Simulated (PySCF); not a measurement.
Species: [(F)3Sn]2O.
Bonds: Sn1–F2, Sn1–F3, Sn1–F4, Sn1–O5, O5–Sn6, Sn6–F7, Sn6–F8, Sn6–F9.

Computed by this run: PBE0-D3(BJ)/def2-SVP geometry optimisation, gas phase, def2 core potentials past Kr in PySCF 2.14.0; density fitting, grid level 1; the optimiser is geomeTRIC in internal coordinates, started from a GFN2-xTB structure with every atom displaced at random (about 0.03 Å).

Step 10: E = -29983.3919 eV
```
atom  x, y, z in Å  |  force x, y, z in eV/Å
Sn1     1.6487   -0.0278    0.6564   -0.060   0.115  -0.019
F2      1.7994   -1.2248   -0.8231    0.017  -0.041  -0.026
F3      2.9946    1.3167    0.6376    0.039  -0.008  -0.003
F4      1.8581   -0.9933    2.2812   -0.007  -0.048   0.055
O5     -0.0994    0.8031    0.4603    0.029  -0.025   0.014
Sn6    -1.6256    0.1723   -0.5689   -0.013   0.003   0.033
F7     -1.3523    0.2905   -2.4501    0.017   0.017  -0.022
F8     -1.9613   -1.6487   -0.1136   -0.019  -0.018  -0.001
F9     -3.1294    1.2426   -0.1055   -0.004   0.006  -0.031
```

Step 11: E = -29983.3921 eV
```
atom  x, y, z in Å  |  force x, y, z in eV/Å
Sn1     1.6331   -0.0187    0.6644   -0.088   0.128   0.011
F2      1.6761   -1.2203   -0.8185    0.035  -0.040  -0.078
F3      2.9649    1.3377    0.6072    0.064  -0.003  -0.035
F4      1.9476   -1.0126    2.2521   -0.026  -0.054   0.118
O5     -0.1313    0.7963    0.5441    0.093  -0.005   0.003
Sn6    -1.6058    0.1731   -0.5641   -0.062  -0.047   0.068
F7     -1.2548    0.2744   -2.4322    0.028   0.044  -0.039
F8     -1.9727   -1.6445   -0.1220   -0.025  -0.035   0.008
F9     -3.1244    1.2453   -0.1567   -0.020   0.013  -0.056
```

Question: Estimate the geometry and energy of step 12. (The exact step hangs on the optimiser's Hessian estimate; all steps are aligned on step 11, rigid shifts and turns removed.)

Answer: E = -29983.3951 eV, largest force 0.097 eV/Å
```
atom  x, y, z in Å  |  force x, y, z in eV/Å
Sn1     1.6416   -0.0156    0.6619   -0.070   0.058   0.001
F2      1.7198   -1.2228   -0.8159    0.025  -0.016  -0.060
F3      2.9768    1.3380    0.6142    0.043   0.002  -0.034
F4      1.9327   -1.0096    2.2555   -0.010  -0.025   0.094
O5     -0.1250    0.7894    0.5265    0.058   0.004   0.003
Sn6    -1.6155    0.1711   -0.5630   -0.051  -0.037   0.066
F7     -1.2759    0.2775   -2.4330    0.030   0.035  -0.039
F8     -1.9924   -1.6450   -0.1232   -0.015  -0.029   0.012
F9     -3.1294    1.2477   -0.1487   -0.009   0.009  -0.042
```

The energy changes by -0.0030 eV. The first-order estimate −F·Δx gives -0.0033 eV and the mean of the old and new forces, exact on a quadratic surface, -0.0025 eV. The step makes an angle of 80° with the force vector and moves no atom by more than 0.044 Å.

The cost below is that of the whole optimisation. Hardware: an Arm Neoverse N1 with one thread (shared host). Cost: 8.1 min, 0.63 GiB resident at most.
